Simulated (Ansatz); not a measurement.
[CrO3S]2- (CrSO₃²⁻). The state is a triplet with charge -2. Geometry r2SCAN-D4/def2-SVPD, that of the charge -2 singlet; atoms count from 1.

Cartesian coordinates in Å:
```
Cr 0.086 0.037 -0.071
O -0.428 1.338 -0.897
O 1.384 0.436 0.822
O 0.482 -1.148 -1.110
S -1.524 -0.663 1.256
```

A multiply charged anion in the gas phase is held together partly by the finite basis. The highest occupied level of the charge -2 triplet lies above zero (up to 4.49 eV). It is a level of α spin, whose loss leaves a doublet; that state wasn't run at this geometry and level. The electron is either unbound and held by the finite basis, or the level is raised by self-interaction error. At PBE0-D4/def2-TZVPD a singlet of charge -2 lies 1.77 eV below the triplet at the same geometry.

(1) Estimate the Mulliken populations from the PBE0/def2-TZVPD orbitals of Ansatz.

(2) Where does the spin sit?

(3) And the Mayer bond orders between bonded heavy atoms (over 0.3)?

Answers

(1) 
| atom | charge (e) | spin (α − β) | d electrons |
| --- | --- | --- | --- |
| Cr1 | 1.59 | 0.62 | 4.14 |
| O2 | -0.99 | 0.08 | – |
| O3 | -0.96 | 0.39 | – |
| O4 | -0.99 | 0.08 | – |
| S5 | -0.65 | 0.84 | – |
Mulliken values and Mayer orders depend strongly on the basis. With diffuse functions, as here, like atoms can get unlike values, and bond orders can come out too low or too high.

(2) Summed by element: Cr 0.62, O 0.54, S 0.84, of 2 unpaired in all. Largest on single atoms: S5 0.84, Cr1 0.62, O3 0.39.

(3) Cr1–O2 1.26 (1.62 Å); Cr1–O3 1.07 (1.63 Å); Cr1–O4 1.26 (1.63 Å); Cr1–S5 0.84 (2.20 Å).
